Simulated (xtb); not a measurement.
C7H14O (SMILES CCCCCC(C)=O), singlet, at a GFN2-xTB geometry; GFN0-xTB with GBSA(acetonitrile) (xtb).

xtb was given this input:
```
$ xtb mol.xyz --gfn 0 --gbsa acetonitrile --json

# file mol.xyz
22

C      3.97086460    -0.38071733    -0.43965129
C      2.60678230    -0.73740701     0.13800005
C      1.51015820     0.18598323    -0.38789984
C      0.14292892    -0.16761451     0.19137214
C     -0.95542303     0.76297606    -0.34072007
C     -2.27816203     0.38881441     0.29276335
C     -3.08467162    -0.62223570    -0.48162065
O     -2.64417230     0.85016418     1.34346612
H      4.73678337    -1.04837659    -0.05241722
H      4.24080338     0.63987028    -0.17754820
H      3.95991087    -0.46341942    -1.52437289
H      2.36306419    -1.77102126    -0.11868707
H      2.64405549    -0.66759915     1.22727202
H      1.75588637     1.21879545    -0.13142390
H      1.47172621     0.11557131    -1.47781424
H      0.17539792    -0.08964627     1.27994919
H     -0.09932221    -1.20283662    -0.06123165
H     -0.70920627     1.79023512    -0.06729539
H     -1.01354712     0.68093630    -1.42658298
H     -2.45330367    -1.44896073    -0.79721444
H     -3.91058125    -0.99166093     0.12015127
H     -3.48315294    -0.14199562    -1.37397565
```

What does xtb print? Leave out banner, timings and long lists.


```
   ID    Z sym.   atoms
    1    6 C      1-7
    2    8 O      8
    3    1 H      9-22

           -------------------------------------------------
          |                Calculation Setup                |
           -------------------------------------------------

           -------------------------------------------------
          |                 G F N 0 - x T B                 |
           -------------------------------------------------

      * Solvation model:               GBSA
        Solvent                        acetonitrile
        Parameter file                 internal GFN2-xTB/GBSA
        Dielectric constant                3.7500E+01
        Reference state                gsolv [1 M gas/solution]
        Free energy shift                  2.0473E-03 Eh       1.2847E+00 kcal/mol
        Temperature                        2.9815E+02 K
        Density                            7.8600E-01 kg/L
        Solvent mass                       4.1050E+01 g/mol
        Interaction kernel             Still
        Born radius scaling (c1)           1.5800E+00
        Born radii integrator          GBOBC
        Born offset                        1.3788E-02 a0       2.6056E-02 AA
        H-bond correction              true
        Ion screening                  false
        Surface tension                    1.0000E-05 Eh       1.5569E+01 dyn/cm
        Grid points                               230 per atom

          ...................................................
          :                      SETUP                      :
          :.................................................:
          :  # basis functions                  60          :
          :  # atomic orbitals                  60          :
          :  # shells                           44          :
          :  # electrons                        48          :
          :  electronic temp.          300.0000000     K    :
          :  accuracy                    1.0000000          :
          :  -> integral cutoff          0.2500000E+02      :
          :  -> integral neglect         0.1000000E-07      :
          ...................................................

         :::::::::::::::::::::::::::::::::::::::::::::::::::::
         ::                     SUMMARY                     ::
         :::::::::::::::::::::::::::::::::::::::::::::::::::::
         :: total energy             -25.877566687781 Eh    ::
         :: total w/o Gsasa/hb       -25.870820460907 Eh    ::
         :: gradient norm              0.020681809736 Eh/a0 ::
         :: HOMO-LUMO gap              3.573952209659 eV    ::
         ::.................................................::
         :: H0 energy                -26.154227712176 Eh    ::
         :: repulsion energy           0.378803762821 Eh    ::
         :: electrostat energy        -0.082962832013 Eh    ::
         :: -> Gsolv                   0.000000000000 Eh    ::
         ::    -> Gsasa               -0.008793502225 Eh    ::
         ::    -> Gshift               0.002047275352 Eh    ::
         :: dispersion energy         -0.006620249061 Eh    ::
         :: short-range corr.         -0.012559657351 Eh    ::
         :: add. restraining           0.000000000000 Eh    ::
         :: total charge               0.000000000000 e     ::
         :::::::::::::::::::::::::::::::::::::::::::::::::::::

           -------------------------------------------------
          |                Property Printout                |
           -------------------------------------------------

    * Orbital Energies and Occupations

         #    Occupation            Energy/Eh            Energy/eV
      -------------------------------------------------------------
         1        2.0000           -0.6850817             -18.6420
       ...           ...                  ...                  ...
        12        2.0000           -0.5396225             -14.6839
        13        2.0000           -0.5353550             -14.5678
        14        2.0000           -0.5260614             -14.3149
        15        2.0000           -0.5219092             -14.2019
        16        2.0000           -0.5081405             -13.8272
        17        2.0000           -0.5047810             -13.7358
        18        2.0000           -0.4960701             -13.4988
        19        2.0000           -0.4886793             -13.2976
        20        2.0000           -0.4867124             -13.2441
        21        2.0000           -0.4817009             -13.1077
        22        2.0000           -0.4772298             -12.9861
        23        2.0000           -0.4656477             -12.6709
        24        2.0000           -0.4016568             -10.9296 (HOMO)
        25                         -0.2703165              -7.3557 (LUMO)
        26                         -0.1605955              -4.3700
        27                         -0.1491782              -4.0593
        28                         -0.1473495              -4.0096
        29                         -0.1330140              -3.6195
        30                         -0.1319437              -3.5904
        31                         -0.1196285              -3.2553
        32                         -0.1053380              -2.8664
        33                         -0.0997738              -2.7150
        34                         -0.0953383              -2.5943
        35                         -0.0850421              -2.3141
       ...                                ...                  ...
        60                          0.4558789              12.4051
      -------------------------------------------------------------
                  HL-Gap            0.1313403 Eh            3.5740 eV
             Fermi-level            0.0000000 Eh            0.0000 eV

     #   Z          covCN         q      C6AA      α(0)
     1   6 C        3.752    -0.456    34.444     8.470
     2   6 C        3.801    -0.106    25.201     7.235
     3   6 C        3.803    -0.173    26.706     7.447
     4   6 C        3.805    -0.154    26.273     7.386
     5   6 C        3.804    -0.248    28.509     7.694
     6   6 C        2.813     0.474    20.215     7.343
     7   6 C        3.754    -0.548    37.505     8.837
     8   8 O        0.857    -0.698    28.571     7.172
     9   1 H        0.925     0.167     1.283     1.771
    10   1 H        0.925     0.169     1.273     1.764
    11   1 H        0.925     0.168     1.274     1.765
    12   1 H        0.924     0.103     1.759     2.074
    13   1 H        0.924     0.103     1.759     2.074
    14   1 H        0.924     0.113     1.674     2.024
    15   1 H        0.924     0.113     1.674     2.023
    16   1 H        0.924     0.120     1.617     1.989
    17   1 H        0.924     0.098     1.805     2.101
    18   1 H        0.924     0.130     1.538     1.939
    19   1 H        0.924     0.102     1.771     2.081
    20   1 H        0.925     0.161     1.322     1.798
    21   1 H        0.925     0.200     1.099     1.639
    22   1 H        0.925     0.165     1.293     1.778

 Mol. C6AA /au·bohr⁶  :       3544.100962
 Mol. C8AA /au·bohr⁸  :      80058.765280
 Mol. α(0) /au        :         88.406196

Wiberg/Mayer (AO) data.
largest (>0.10) Wiberg bond orders for each atom

 ---------------------------------------------------------------------------
     #   Z sym  total        # sym  WBO       # sym  WBO       # sym  WBO
 ---------------------------------------------------------------------------
     1   6 C    3.978 --     2 C    1.024     9 H    0.983    10 H    0.982
                            11 H    0.982
     2   6 C    3.988 --     1 C    1.024     3 C    1.012    13 H    0.978
                            12 H    0.978
     3   6 C    3.988 --     2 C    1.012     4 C    1.012    15 H    0.976
                            14 H    0.976
     4   6 C    3.988 --     3 C    1.012     5 C    0.987    16 H    0.976
                            17 H    0.975
     5   6 C    3.989 --     4 C    0.987     6 C    0.980    19 H    0.974
                            18 H    0.970
     6   6 C    3.868 --     8 O    1.869     7 C    0.992     5 C    0.980
     7   6 C    3.977 --     6 C    0.992    21 H    0.978    20 H    0.968
                            22 H    0.961
     8   8 O    2.063 --     6 C    1.869
     9   1 H    0.982 --     1 C    0.983
    10   1 H    0.981 --     1 C    0.982
    11   1 H    0.981 --     1 C    0.982
    12   1 H    0.982 --     2 C    0.978
    13   1 H    0.982 --     2 C    0.978
    14   1 H    0.979 --     3 C    0.976
    15   1 H    0.979 --     3 C    0.976
    16   1 H    0.981 --     4 C    0.976
    17   1 H    0.978 --     4 C    0.975
    18   1 H    0.986 --     5 C    0.970
    19   1 H    0.977 --     5 C    0.974
    20   1 H    0.978 --     7 C    0.968
    21   1 H    0.988 --     7 C    0.978
    22   1 H    0.983 --     7 C    0.961
 ---------------------------------------------------------------------------

Topologies differ in total number of bonds
Writing topology from bond orders to xtbtopo.mol

 dipole moment from electron density (au)
     X       Y       Z
   0.3865  -0.4593  -0.9687  total (Debye):    2.896

           -------------------------------------------------
          | TOTAL ENERGY              -25.877566687781 Eh   |
          | GRADIENT NORM               0.020681809736 Eh/α |
          | HOMO-LUMO GAP               3.573952209659 eV   |
           -------------------------------------------------

normal termination of xtb
```
